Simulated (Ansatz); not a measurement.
CH$_{6}$BFOSi, SMILES `B[SiH](F)OC`, relaxed with RKS PBE-D4/def2-SVP in Ansatz 0.2.0 from a rough embedded geometry. The force threshold is 0.03 eV/Å; the program also tests the step.

The species carries charge 0 and has multiplicity 1.

Start:

```xyz
11

B    -2.126    0.514   -0.686
Si   -0.255    0.417   -0.504
F     0.348    1.961   -0.308
O     0.146   -0.505    0.919
C     1.504   -0.786    0.911
H    -2.642    1.164   -1.623
H    -2.878   -0.020    0.044
H     0.352   -0.139   -1.697
H     1.686   -1.402    1.849
H     2.048    0.161    1.054
H     1.817   -1.365    0.042
```

| step | energy (eV) | largest force (eV/Å) | largest move (Å) |
| --- | --- | --- | --- |
| 1 | -14434.0812 | 2.170 | 0.000 |
| 2 | -14434.4678 | 1.274 | 0.132 |
| 3 | -14434.5433 | 0.396 | 0.072 |
| 4 | -14434.5462 | 0.284 | 0.135 |
| 5 | -14434.5653 | 0.138 | 0.059 |
| 6 | -14434.5675 | 0.073 | 0.021 |
| 7 | -14434.5691 | 0.037 | 0.042 |
| 8 | -14434.5696 | 0.032 | 0.022 |
| 9 | -14434.5704 | 0.036 | 0.054 |
| 10 | -14434.5706 | 0.049 | 0.034 |
| 11 | -14434.5707 | 0.053 | 0.042 |
| 13 | -14434.5722 | 0.077 | 0.013 |
| 15 | -14434.5739 | 0.031 | 0.062 |
| 17 (rejected) | -14434.5753 | 0.259 | 0.127 |
| 19 (rejected) | -14434.5761 | 0.185 | 0.075 |
| 21 | -14434.5803 | 0.018 | 0.037 |
| 23 | -14434.5834 | 0.103 | 0.083 |
| 25 | -14434.5851 | 0.148 | 0.051 |
| 27 (rejected) | -14434.5850 | 0.259 | 0.118 |
| 29 | -14434.5917 | 0.024 | 0.073 |
| 31 | -14434.5923 | 0.027 | 0.063 |

End:

```xyz
11

B    -2.219    0.497   -0.664
Si   -0.209    0.574   -0.624
F     0.222    2.157   -0.451
O     0.228   -0.315    0.722
C     1.507   -0.872    0.970
H    -2.863    0.199   -1.650
H    -2.826    0.784    0.350
H     0.581    0.070   -1.805
H     1.389   -1.803    1.564
H     2.138   -0.167    1.556
H     2.052   -1.126    0.031
```

Hardware: 4 threads of a server CPU on a shared host. Wall time 33 s, peak host memory 0.18 GiB.
